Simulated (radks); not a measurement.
Results of a calculation; reference values are marked as such.
Polarisability of the tin ion Sn+, [Kr] 4d10 5s2 5p1, at imaginary frequency. Code: a radial shooting solver on a logarithmic mesh with Libxc functionals. Model: scalar-relativistic Kohn-Sham, exchange-only LDA, spin-polarised, spherical densities, finite nucleus; open shells are filled with parallel spins first (spin-orbit coupling, left out, can overturn this in heavy ions); Fermi nuclear charge, rms radius 4.6519 fm. Response by self-consistent Sternheimer equations with the Hartree and adiabatic exchange-only LDA kernel, the relativistic mass of each level held fixed and spin-orbit coupling left out.

w (hartree),alpha1(iw) (bohr^3)
0.00266,27.70
0.0143,27.64
0.0360,27.34
0.0697,26.42
0.118,24.39
0.186,20.97
0.280,16.50
0.413,11.90
0.605,8.028
0.892,5.198
1.35,3.250
2.12,1.893
3.59,0.9345
6.94,0.3377
17.5,0.07411

Static values: alpha1 = 27.70 bohr^3 (4.104 angstrom^3; uncoupled 46.64). C6 = 214.8, triple-dipole C9 = 4129 atomic units. One-pole (London) frequency 4 C6 / (3 alpha1^2) = 0.373 hartree, against 0.364 for minus the highest occupied eigenvalue.
